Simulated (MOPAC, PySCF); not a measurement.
H3GaO3, SMILES `[OH][Ga]([OH])[OH]`, neutral singlet in the gas phase. 

Z-matrix (Å, degrees):
```
Ga
O 1 1.7762
H 2 0.9635 1 112.50
O 1 1.7762 2 120.00 3 0.00
H 4 0.9635 1 112.50 2 180.00
O 1 1.7763 2 120.00 3 180.00
H 6 0.9635 1 112.50 2 0.00
```
Charge 0, spin multiplicity 1.

All levels are single points at this geometry (r2SCAN-D4/def2-TZVP); Pople sets use spherical d functions. Orbital energies aren't observables, and empty levels follow the basis.

M06-2X/6-31G* in PySCF gives gap (eV) = 10.23.

### Question
Estimate the gap (eV) from each of these levels: r2SCAN-D4/def2-TZVP in PySCF; B3LYP/LANL2DZ in PySCF; HF/6-31G* in PySCF; HF/STO-3G in PySCF; PM6 in MOPAC.

### Answer

```csv
level,gap (eV)
r2SCAN-D4/def2-TZVP in PySCF,6.14
B3LYP/LANL2DZ in PySCF,7.54
HF/6-31G* in PySCF,15.39
HF/STO-3G in PySCF,14.77
PM6 in MOPAC,10.71
```
